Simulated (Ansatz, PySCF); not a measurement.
System: SbH3, net charge 0, singlet state. 
Geometry from a B3LYP-D3(BJ)/def2-TZVP (Ansatz, a program for electronic structure) optimisation:
SMILES: [SbH3]
```xyz
4

Sb     0.0002    -0.0006     0.0536
H     -0.9113    -1.0773    -0.9195
H     -0.4909     1.3395    -0.8952
H      1.3919    -0.2329    -0.9192
```
Charge 0, spin multiplicity 1.

Quantity: vertical ionisation energy (to the doublet state of charge +1; each state is the SCF solution reached for its spin; the molecule has degenerate orbitals, so one determinant may break the symmetry), in eV. Cores are frozen in the correlated levels unless marked. Open shells are spin-unrestricted. Spin-orbit coupling is left out. Frozen are the shells of the preceding noble gas and the d and f shells that filled before the atom's block. Past Kr the def2 sets carry scalar-relativistic core potentials. Basis-set limits of correlation are two-point, X^-3; Hartree-Fock from the larger set. [CCSD(T)-MP2]/basis is that difference in the basis named.

| level | program | vertical ionisation energy (eV) |
|---|---|---|
| SVWN5/def2-TZVPD | Ansatz | 10.05 |
| wB97X-V/def2-TZVPD | Ansatz | 9.93 |
| B2PLYP/def2-TZVPD | Ansatz | 9.86 |
| MP2/def2-QZVPPD | Ansatz | 9.78 |
| SCS-MP2/def2-SVPD | Ansatz | 9.61 |
| SCS-MP2/def2-QZVPPD | Ansatz | 9.82 |
| CCSD/def2-TZVPPD | Ansatz | 9.77 |
| CCSD/CBS(def2-TZVPPD,def2-QZVPPD) | Ansatz | 9.84 |
| RI-MP2/CBS(def2-TZVPPD,def2-QZVPPD)+[CCSD(T)-MP2]/def2-SVPD | Ansatz | 9.88 |
| CCSD(T)/CBS(def2-TZVPPD,def2-QZVPPD) | Ansatz | 9.88 |

For comparison, minus the highest occupied orbital energy (PySCF): 6.65 eV at BP86/def2-TZVPD, 9.81 eV at HF/def2-TZVPD, 8.17 eV at MN15/def2-TZVPD.
